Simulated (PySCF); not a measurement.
Numbering as in the mapped SMILES `[CH3:1][C:2](=[S:3])[SiH2:4][C:5]([F:6])([F:7])[F:8]`; H(Xn) means a hydrogen on atom n.

Calculated, not measured (PySCF 2.14.0 with density-fitted response routines): KT3/pcSseg-1 with gauge-including orbitals, coordinates at the PBE0-D3(BJ)/def2-SVP level. Averaged over atoms made equivalent by symmetry, fast rotation or ring inversion, a single conformation, non-relativistic Hamiltonian, isolated molecule.

δ = σ(ref) − σ, references computed at the same level: TMS for 13C (σref 182.31), 1H (σref 31.32), 29Si (σref 365.51); 33S (σref 516.28) vs CS2; CFCl3 for 19F (σref 149.45).

```json
{"atoms": "Si4", "nucleus": "29Si", "count": "1", "δ (ppm)": "-77.3"}
{"atoms": "F6/F7/F8", "nucleus": "19F", "count": "3", "δ (ppm)": "?"}
{"atoms": "C1", "nucleus": "13C", "count": "1", "δ (ppm)": "51.9"}
{"atoms": "H(C1)", "nucleus": "1H", "count": "3", "δ (ppm)": "3.64"}
{"atoms": "H(Si4)", "nucleus": "1H", "count": "2", "δ (ppm)": "4.15"}
{"atoms": "C2", "nucleus": "13C", "count": "1", "δ (ppm)": "?"}
{"atoms": "S3", "nucleus": "33S", "count": "1", "δ (ppm)": "1225"}
{"atoms": "C5", "nucleus": "13C", "count": "1", "δ (ppm)": "131.0"}
```

Question: Estimate the values marked ?.

Answer: 
- C2: 284.9 ppm, thiocarbonyl carbon; low-lying n→π* states of the double bond to the heteroatom give a large paramagnetic term (-365 ppm)
- F6/F7/F8: -86.0 ppm, fluorine of a CF3 group

Shifts are as computed, not scaled to solution data. Of 1211 compounds with measured shifts, 218 miss one by over three times the rms of a fit or turn the order of signals round; such compounds aren't used in these exercises. Unscaled 19F shifts against computed CFCl3 carry errors that often reach 10 to 50 ppm.
